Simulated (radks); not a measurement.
Results of a calculation; reference values are marked as such.
Isoelectronic series with 3 electrons, each ion in its NIST ground configuration. Level of theory: non-relativistic Kohn-Sham, BLYP, spin-polarised, spherical densities, point nucleus; open shells are filled with parallel spins first (a radial shooting solver on a logarithmic mesh with Libxc functionals). Total energies (hartree) and orbital eigenvalues (eV):

Li: configuration [He] 2s1; E (hartree) -7.48267; 2s up -3.0305; 1s down -51.7580
Be+: configuration [He] 2s1; E (hartree) -14.33158; 2s up -14.2941; 1s down -117.6948
B2+: configuration [He] 2s1; E (hartree) -23.43248; 2s up -32.5129; 1s down -211.0343
C3+: configuration [He] 2s1; E (hartree) -34.78354; 2s up -57.5792; 1s down -331.6323
N4+: configuration [He] 2s1; E (hartree) -48.38441; 2s up -89.4660; 1s down -479.4576
O5+: configuration [He] 2s1; E (hartree) -64.23507; 2s up -128.1642; 1s down -654.5005
F6+: configuration [He] 2s1; E (hartree) -82.33552; 2s up -173.6696; 1s down -856.7574
Ne7+: configuration [He] 2s1; E (hartree) -102.68579; 2s up -225.9804; 1s down -1086.227
Mg9+: configuration [He] 2s1; E (hartree) -150.13593; 2s up -351.0148; 1s down -1626.801
Al10+: configuration [He] 2s1; E (hartree) -177.23583; 2s up -423.7375; 1s down -1937.904
Si11+: configuration [He] 2s1; E (hartree) -206.58566; 2s up -503.2635; 1s down -2276.220
